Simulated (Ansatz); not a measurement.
The cluster Li4H4. Charge 0, multiplicity 1. Geometry r2SCAN-D4/def2-TZVP; atoms count from 1.

```xyz
8

Li    0.4028   -0.9053    1.1704
Li    1.0962   -0.0320   -1.0718
Li   -0.1804    1.4370    0.5039
Li   -1.3187   -0.4998   -0.6025
H    -1.1701    0.0341    1.1440
H     0.1926   -1.5338   -0.5379
H     1.4075    0.5333    0.6429
H    -0.4299    0.9663   -1.2491
```

The structure comes from a short search, and lower isomers may exist.

Q: Estimate the Mulliken populations from the PBE0/def2-TZVP orbitals of Ansatz.

A: 
| atom | charge (e) |
| --- | --- |
| Li1 | 0.42 |
| Li2 | 0.42 |
| Li3 | 0.42 |
| Li4 | 0.42 |
| H5 | -0.42 |
| H6 | -0.42 |
| H7 | -0.42 |
| H8 | -0.42 |
Mulliken values depend strongly on the basis.
